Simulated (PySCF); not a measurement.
B3H5N3F

B3H5N3F is a molecule, neutral, singlet. The structure was relaxed in the gas phase by PBE0-D3(BJ)/def2-SVP. No frequency run checks that it is a minimum.

SMILES: FB1NBNBN1

```xyz
12

N    -0.791   -1.120   -0.222
B     0.507   -1.309    0.336
N     1.302   -0.145    0.562
B     0.851    1.175    0.257
N    -0.454    1.308   -0.300
B    -1.283    0.176   -0.546
F    -2.505    0.330   -1.074
H    -1.382   -1.923   -0.396
H     0.917   -2.413    0.608
H     2.225   -0.260    0.958
H     1.548    2.141    0.462
H    -0.808    2.228   -0.529
```
Atoms count from 1 in this order.

Shieldings: GIAO PBE0/pcSseg-1. Shifts are against computed references at the same level: H TMS (σ 31.27 ppm). Core levels by delta-SCF with SCAN, pcX-2 on the ionised atom and pcseg-1 elsewhere, spin-free X2C; from the vacuum level, for chosen atoms.

Problem. Give the NMR and core-level values of the distinct atoms.

Solution. 
| atoms | bonded to | σ (ppm) | δ (ppm) | core level (eV) |
| --- | --- | --- | --- | --- |
| N1 N5 | 2 B + 1 H | 143.9 | - | 1s 404.94 |
| B2 B4 | 2 N + 1 H | 71.6 | - | 1s 196.02 |
| N3 | 2 B + 1 H | 124.4 | - | 1s 404.79 |
| B6 | 1 F + 2 N | 78.1 | - | 1s 197.66 |
| F7 | 1 B | 311.6 | - | 1s 692.64 |
| H8 H12 | 1 N | 26.51 | 4.75 | - |
| H9 H11 | 1 B | 26.51 | 4.76 | - |
| H10 | 1 N | 25.88 | 5.39 | - |

Values are those of this one static structure; atoms that internal rotation interchanges would show their mean in an NMR spectrum.

The core-hole states of B2, B6 are spin-contaminated (⟨S²⟩ 0.81, 0.79 against 0.75 for a pure doublet), so those values and differences from them are less sure.

Problem. By CAM-B3LYP/def2-SVPD (TDDFT singlets, Tamm-Dancoff triplets, ionisation by delta-SCF), where does absorption start, and what does vertical ionisation take?

Solution. The lowest singlet lies at 7.08 eV (f 0.035), the strongest of the first 6 at 8.03 eV (f 0.125), the lowest triplet at 6.54 eV; vertical ionisation takes 10.41 eV.
